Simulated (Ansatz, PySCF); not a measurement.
Process, species as SMILES: CB(I)I → I[B]I + [CH3] (CH3) (the B-C bond at the site shown breaks; other sites are not compared here)
Each molecule is optimised on its own at B3LYP-D3(BJ)/def2-TZVP (Ansatz, a program for electronic structure). Frequencies are from Ansatz or PySCF.

Wanted: bond dissociation energy (enthalpy at 298 K, with B3LYP-D3(BJ) rigid-rotor harmonic-oscillator terms), in kJ/mol. Cores are frozen in the correlated levels unless marked. Open shells are spin-unrestricted. No spin-orbit coupling. The frozen core is the preceding noble-gas configuration, with the filled d and f shells of earlier blocks. Past Kr the def2 sets carry scalar-relativistic core potentials. STO-3G rows are all-electron and non-relativistic. Basis-set limits of correlation are two-point, X^-3; Hartree-Fock from the larger set. [CCSD(T)-MP2]/basis is that difference in the basis named.

```
level                           program  bond dissociation energy (kJ/mol)
-----------------------  --------------  ---------------------------------
HF/def2-TZVPPD                   Ansatz                              308.0
BLYP-D3(BJ)/def2-TZVPD   Ansatz + dftd3                              399.9
B3LYP-D4/def2-TZVPD      Ansatz + dftd4                              408.1
PBE0/STO-3G                      Ansatz                              527.3
BHLYP-D3(BJ)/def2-TZVPD  Ansatz + dftd3                              407.3
CAM-B3LYP/def2-TZVPD             Ansatz                              409.6
wB97X/def2-TZVPD                 Ansatz                              425.2
```

Task: Estimate the value at RI-MP2/CBS(def2-TZVPPD,def2-QZVPPD)+[CCSD(T)-MP2]/def2-TZVPPD as computed with Ansatz.

Result: 423.8 kJ/mol, so wB97X/def2-TZVPD differs from it by 1.4 kJ/mol.
